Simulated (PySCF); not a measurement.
# Relaxation of quartet CrOCl

These are results of UB3LYP in PySCF with Cr def2-SVP, O def2-SVP, Cl def2-SVP; no relativity; density-fitted integrals, not measurements. A (50,194) grid was used.

A start displaced from a saddle point along its imaginary mode, of Cs symmetry, held to at least that symmetry:

```xyz
3
charge 0 multiplicity 4, angstrom
Cr   -0.0178    0.1318   -0.4974
O     0.0334   -0.2478   -2.0944
Cl    0.0111   -0.0825    1.6969
```

Optimiser trace:
```json
{"step": "0", "E − E(last) (kJ/mol)": "13.84", "largest gradient (Eh/bohr)": "0.03623"}
{"step": "1", "E − E(last) (kJ/mol)": "7.41", "largest gradient (Eh/bohr)": "0.00699"}
{"step": "2", "E − E(last) (kJ/mol)": "5.17", "largest gradient (Eh/bohr)": "0.00817"}
{"step": "3", "E − E(last) (kJ/mol)": "0.34", "largest gradient (Eh/bohr)": "0.00432"}
{"step": "4", "E − E(last) (kJ/mol)": "0.10", "largest gradient (Eh/bohr)": "0.00352"}
{"step": "5", "E − E(last) (kJ/mol)": "0.02", "largest gradient (Eh/bohr)": "0.00134"}
{"step": "6", "E − E(last) (kJ/mol)": "0.00", "largest gradient (Eh/bohr)": "0.00111"}
{"step": "7", "E − E(last) (kJ/mol)": "0.00", "largest gradient (Eh/bohr)": "0.00035"}
{"step": "8", "E − E(last) (kJ/mol)": "0.00", "largest gradient (Eh/bohr)": "0.00001"}
```

It ends at Cs with Cr–Cl 2.178 Å, Cr–O 1.572 Å; Cl–Cr–O 136.7° (after a last refinement on a finer grid). The frequency run here used a shortcut that can spoil soft modes, so no verdict on minimum or saddle point is given. Other isomers or separated fragments may lie lower.

Final geometry:
```xyz
3
charge 0 multiplicity 4, angstrom
Cr   -0.0408    0.3022   -0.4995
O     0.0592   -0.4388   -1.8820
Cl    0.0341   -0.2525    1.6054
```

Other spin states or occupations of the open shell can lie lower.

The relaxation took roughly 30 core-seconds on a shared host.
